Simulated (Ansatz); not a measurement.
Ansatz (a first-principles code) input (CCSD(T)/def2-SVPD):

Ansatz 0.2 input:
```yaml
crystal:
  periodic: [false, false, false]
  atoms:
    - {symbol: Ge, position_ang: [-0.20797344, -0.32913602, -0.25492310]}
    - {symbol: Cl, position_ang: [1.91942568, -0.74187598, -0.07502206]}
    - {symbol: Cl, position_ang: [-0.45798099, 1.62031725, -1.18533905]}
    - {symbol: Cl, position_ang: [-1.06996528, -0.25889111, 1.74021634]}
basis:
  gaussian:
    orbitals: def2-SVPD
magnetization: {spin_polarized: true, initial_magnetization: 1}
correlation: {method: ccsd_t, electrons: outside_noble_gas}
output: {forces: true}
```

End of the output:

```
integrals: 0.33 GiB planned
1101 factors; integrals over basis functions are off by at most 2.6e-4 eV
mean field: 1.02 GiB planned
mean field evaluation 1: about -93966.9715 eV, gradient 1.6e1 eV
mean field evaluation 2: about -93966.9880 eV, gradient 1.6e1 eV
mean field evaluation 4: about -93968.9047 eV, gradient 2.1e0 eV
mean field evaluation 8: about -93968.9986 eV, gradient 1.6e-1 eV
mean field evaluation 16: about -93968.3546 eV, gradient 1.0e1 eV
mean field -93968.99948832 eV, -3453.2970367204 hartree, gradient 2.5e-6 eV, S^2 0.759948; 0 other end points of the search recorded, 0 dependent functions left out
29 core orbitals not correlated
reference -93968.99948832 eV, -3453.2970367204 hartree; 13, 12 occupied and 77, 78 virtual orbitals, 1101 factors
densities: 1.41 GiB planned
second order -13.80109682 eV of doubles, -0.00000000 eV of singles
coupled cluster: 0.89 GiB planned
cycle   1  -14.50087470 eV  change   -7.0e-1 eV  update   8.3e-2
cycle   2  -14.78120813 eV  change   -2.8e-1 eV  update   2.6e-2
cycle   3  -14.85057099 eV  change   -6.9e-2 eV  update   1.5e-2
cycle   4  -14.84669648 eV  change    3.9e-3 eV  update   5.1e-3
cycle   5  -14.84520046 eV  change    1.5e-3 eV  update   2.4e-3
cycle   6  -14.84591141 eV  change   -7.1e-4 eV  update   9.1e-4
cycle   7  -14.84629659 eV  change   -3.9e-4 eV  update   3.6e-4
cycle   8  -14.84633283 eV  change   -3.6e-5 eV  update   1.1e-4
cycle   9  -14.84631377 eV  change    1.9e-5 eV  update   3.9e-5
cycle  10  -14.84630198 eV  change    1.2e-5 eV  update   1.2e-5
cycle  11  -14.84630536 eV  change   -3.4e-6 eV  update   4.5e-6
cycle  12  -14.84630578 eV  change   -4.2e-7 eV  update   1.7e-6
perturbative correction -0.47141970 eV, -0.0173243545 hartree
the calculation of the forces begins
Total energy: -93984.31721380 eV, -3453.8599527491 hartree
Atom 0 at    -0.207973    -0.329136    -0.254923 Å, force    -0.062350    -0.098675    -0.076425 eV/Å
Atom 1 at     1.919426    -0.741876    -0.075022 Å, force     0.147218    -0.034137     0.008868 eV/Å
Atom 2 at    -0.457981     1.620317    -1.185339 Å, force    -0.020808     0.132814    -0.069605 eV/Å
Atom 3 at    -1.069965    -0.258891     1.740216 Å, force    -0.064060    -0.000002     0.137162 eV/Å
Dipole moment:    -0.117790    -0.186413    -0.144381 e Å
```

It need not be the lowest isomer of its formula.
